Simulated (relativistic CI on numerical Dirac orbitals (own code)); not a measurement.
## Calculated levels, Pr4+

These numbers are calculated, not measured: Dirac-Coulomb-Breit CI, separate exchange-only KLI orbitals for each configuration, model QED, valence Slater integrals scaled by 0.85, P86 correlation energy added to each configuration (own radial code, finite nucleus).

Configurations in the expansion (outside the closed core [Kr] 4d10): 4f 5s2 5p6, 5s2 5p6 5d, 4f 5s2 5p5 5d, 4f2 5s2 5p5, 5s2 5p6 6s, 5s2 5p6 6p, 4f 5s2 5p5 5f, 4f 5s 5p6 5d, 5s2 5p6 6d, 4f 5s2 5p5 5g, 4f 5s2 5p5 6s, 5s2 5p6 7s, 5s2 5p6 5f. Double excitations out of closed p, d and f shells are left out; levels of such configurations are missing from the list, as are those of other unlisted configurations, and high levels can miss mixing partners.

The lowest level is 4f 5s2 5p6 2F°_5/2, with 100 % of that term; Hund's rules for 4f 5s2 5p6 give 2F° with J = 5/2, in agreement.

| No. | Configuration | Term | J | E (cm⁻¹) | % | Next component (%) | Lifetime (s) | jj configuration (%) |
| --- | --- | --- | --- | --- | --- | --- | --- | --- |
| 1 | 4f 5s2 5p6 | 2F° | 5/2 | 0.0 | 100 |  |  | 4f5/2 (100) |
| 2 | 4f 5s2 5p6 | 2F° | 7/2 | 2872.8 | 100 |  | 3.65e+00 | 4f7/2 (100) |
| 3 | 4f2 5s2 5p5 | 4G° | 5/2 | 100610.6 | 96 | 2 2F° | 3.25e+00 | 4f5/2^2 5p3/2^3 (79) |
| 4 | 4f2 5s2 5p5 | 4G° | 7/2 | 102720.6 | 91 | 4 4H° | 8.64e-02 | 4f5/2 4f7/2 5p3/2^3 (56) |
| 5 | 4f2 5s2 5p5 | 4G° | 9/2 | 105290.3 | 85 | 8 4H° | 6.37e-02 | 4f5/2 4f7/2 5p3/2^3 (73) |
| 6 | 4f2 5s2 5p5 | 4G° | 11/2 | 108391.2 | 83 | 10 4H° | 1.42e-01 | 4f7/2^2 5p3/2^3 (50) |
| 7 | 4f2 5s2 5p5 | 4I° | 13/2 | 109660.3 | 80 | 16 2I° | 3.42e+02 | 4f5/2 4f7/2 5p3/2^3 (98) |
| 8 | 4f2 5s2 5p5 | 4I° | 11/2 | 109748.1 | 54 | 37 2I° | 9.68e-01 | 4f5/2^2 5p3/2^3 (85) |
| 9 | 4f2 5s2 5p5 | 4I° | 15/2 | 110013.2 | 100 |  | 8.74e+02 | 4f7/2^2 5p3/2^3 (82) |
| 10 | 4f2 5s2 5p5 | 4D° | 3/2 | 112115.6 | 66 | 29 4F° | 6.46e-02 | 4f5/2^2 5p3/2^3 (64) |
| 11 | 4f2 5s2 5p5 | 4D° | 5/2 | 112316.0 | 50 | 45 4F° | 1.67e-01 | 4f5/2 4f7/2 5p3/2^3 (60) |
| 12 | 5s2 5p6 5d | 2D | 3/2 | 112426.6 | 98 | 2 4f 5s2 5p5 5d 2D | 3.62e-09 | 5d3/2 (98) |
| 13 | 4f2 5s2 5p5 | 4D° | 7/2 | 112778.2 | 33 | 29 4F° | 1.58e-02 | 4f5/2 4f7/2 5p3/2^3 (66) |
| 14 | 4f2 5s2 5p5 | 4D° | 1/2 | 112810.1 | 98 | 2 2P° | 2.29e-01 | 4f5/2^2 5p3/2^3 (54) |
| 15 | 4f2 5s2 5p5 | 4I° | 9/2 | 113134.7 | 38 | 22 2H° | 1.78e-02 | 4f5/2^2 5p3/2^3 (86) |
| 16 | 4f2 5s2 5p5 | 2F° | 5/2 | 114307.8 | 73 | 8 4D° | 9.19e-03 | 4f5/2 4f7/2 5p3/2^3 (63) |
| 17 | 4f2 5s2 5p5 | 4F° | 7/2 | 114613.7 | 31 | 25 2G° | 6.74e-03 | 4f5/2 4f7/2 5p3/2^3 (62) |
| 18 | 5s2 5p6 5d | 2D | 5/2 | 115654.5 | 98 | 2 4f 5s2 5p5 5d 2D | 3.49e-09 | 5d5/2 (98) |
| 19 | 4f2 5s2 5p5 | 4F° | 9/2 | 115671.1 | 57 | 16 2G° | 8.75e-03 | 4f5/2 4f7/2 5p3/2^3 (80) |
| 20 | 4f2 5s2 5p5 | 2I° | 11/2 | 117041.2 | 38 | 34 4H° | 1.75e-02 | 4f5/2 4f7/2 5p3/2^3 (90) |
| 21 | 4f2 5s2 5p5 | 2H° | 11/2 | 117817.7 | 92 | 4 4G° | 5.29e-03 | 4f5/2 4f7/2 5p3/2^3 (58) |
| 22 | 4f2 5s2 5p5 | 2G° | 9/2 | 118210.1 | 50 | 17 4F° | 2.75e-03 | 4f7/2^2 5p3/2^3 (67) |
| 23 | 4f2 5s2 5p5 | 4F° | 3/2 | 118236.0 | 42 | 29 2D° | 2.10e-03 | 4f5/2 4f7/2 5p3/2^3 (79) |
| 24 | 4f2 5s2 5p5 | 4H° | 7/2 | 118297.6 | 35 | 23 2G° | 1.00e-03 | 4f5/2 4f7/2 5p3/2^3 (68) |
| 25 | 4f2 5s2 5p5 | 4H° | 13/2 | 119123.3 | 59 | 39 2I° | 2.71e-01 | 4f7/2^2 5p3/2^3 (84) |
| 26 | 4f2 5s2 5p5 | 2G° | 7/2 | 121066.3 | 65 | 30 4G° | 1.80e-03 | 4f5/2^2 5p3/2^3 (54) |
| 27 | 4f2 5s2 5p5 | 2F° | 5/2 | 121160.8 | 27 | 25 4D° | 6.20e-04 | 4f7/2^2 5p3/2^3 (63) |
| 28 | 4f2 5s2 5p5 | 4G° | 9/2 | 121798.1 | 48 | 33 2G° | 7.31e-03 | 4f5/2 4f7/2 5p3/2^3 (82) |
| 29 | 4f2 5s2 5p5 | 4G° | 11/2 | 122995.7 | 68 | 24 2H° | 7.80e-02 | 4f7/2^2 5p3/2^3 (73) |
| 30 | 4f2 5s2 5p5 | 2F° | 7/2 | 124139.5 | 27 | 26 4D° | 3.57e-04 | 4f7/2^2 5p3/2^3 (59) |
| 31 | 4f2 5s2 5p5 | 2D° | 5/2 | 124516.2 | 38 | 36 2F° | 1.77e-04 | 4f5/2 4f7/2 5p3/2^3 (73) |
| 32 | 4f2 5s2 5p5 | 2G° | 9/2 | 124657.3 | 38 | 37 2H° | 4.63e-04 | 4f7/2^2 5p3/2^3 (65) |
| 33 | 4f2 5s2 5p5 | 4P° | 5/2 | 128496.7 | 80 | 10 2D° | 2.01e-03 | 4f5/2 4f7/2 5p3/2^3 (51) |
| 34 | 4f2 5s2 5p5 | 2P° | 3/2 | 128553.8 | 37 | 34 2D° | 2.47e-03 | 4f5/2 4f7/2 5p3/2^3 (40) |
| 35 | 4f2 5s2 5p5 | 2K° | 15/2 | 129796.0 | 100 |  | 1.17e+00 | 4f5/2 4f7/2 5p3/2^3 (82) |
| 36 | 4f2 5s2 5p5 | 2H° | 9/2 | 129961.1 | 66 | 14 2G° | 4.72e-04 | 4f5/2 4f7/2 5p3/2^3 (76) |
| 37 | 4f2 5s2 5p5 | 2D° | 5/2 | 130507.0 | 44 | 27 2F° | 1.29e-04 | 4f5/2 4f7/2 5p3/2^3 (37) |
| 38 | 4f2 5s2 5p5 | 4P° | 3/2 | 131940.2 | 62 | 18 2D° | 1.01e-03 | 4f5/2 4f7/2 5p3/2^3 (37) |
| 39 | 4f2 5s2 5p5 | 2F° | 7/2 | 132639.2 | 69 | 17 2G° | 8.68e-05 | 4f5/2 4f7/2 5p3/2^3 (39) |
| 40 | 4f2 5s2 5p5 | 2P° | 1/2 | 133075.9 | 51 | 39 4P° | 2.10e-02 | 4f5/2 4f7/2 5p3/2^3 (68) |
| 41 | 4f2 5s2 5p5 | 4D° | 7/2 | 135895.0 | 37 | 32 2F° | 2.85e-04 | 4f7/2^2 5p3/2^3 (49) |
| 42 | 4f2 5s2 5p5 | 2P° | 1/2 | 136801.7 | 52 | 40 4P° | 4.89e-04 | 4f7/2^2 5p3/2^3 (61) |
| 43 | 4f2 5s2 5p5 | 2H° | 11/2 | 137249.2 | 59 | 24 2I° | 1.27e-03 | 4f5/2 4f7/2 5p3/2^3 (48) |
| 44 | 4f2 5s2 5p5 | 2H° | 9/2 | 138193.8 | 53 | 30 4I° | 3.82e-04 | 4f5/2^2 5p1/2 5p3/2^4 (78) |
| 45 | 4f2 5s2 5p5 | 2K° | 13/2 | 139382.9 | 63 | 36 2I° | 8.25e-02 | 4f5/2 4f7/2 5p3/2^3 (73) |

Energies count from the lowest computed level; ° marks odd parity; lifetimes are radiative, by E1, M1, E2 decay to levels of this space only. Filled j subshells are mostly left out of the jj labels.

The mean weight of the leading LS term, summed over parents, in these 45 levels is 63 %, and that of the leading jj configuration (from the same eigenvectors) 69 %.

At this charge configurations can still be misplaced by up to about 7 % of their energy. Levels and lines within the n = 5 or 6 shells can be off by up to 10 % or somewhat more, and those that change n by about 2 %, since core polarisation is missing. 5 of the 5 excited levels that our extract of the measured tables holds in this range could be paired (the sources list more); they are missed by 1952 cm⁻¹ on average and 2859 at most, and levels without a partner can miss by more. Levels that differ in their count of f electrons can be misplaced by several ten thousand cm⁻¹, since the correlation energy of f electrons is missing or only estimated; rates across such gaps can be off by orders of magnitude.

LS names give the leading component of a level, which can be under half, so a name can repeat, a term be missing and a line seem to break the LS rules.
